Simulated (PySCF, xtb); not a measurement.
SnOCl₂, SMILES [O]=[Sn]([Cl])[Cl].

GFN2-xTB (xtb) at its own geometry gives an orbital gap of 3.37 eV and a dipole moment of 2.98 D.

The structure is a stationary point at B3LYP-D3(BJ)/def2-SVP. The def2 effective core potentials stand for the cores of Sn; spin–orbit coupling is left out.

Task: What does r2SCAN/def2-TZVPD in PySCF give? (An estimate is asked for; the answer gives what the named calculation found.)

Result: gap 2.69 eV (levels -7.40 and -4.71 eV), dipole 2.06 D.
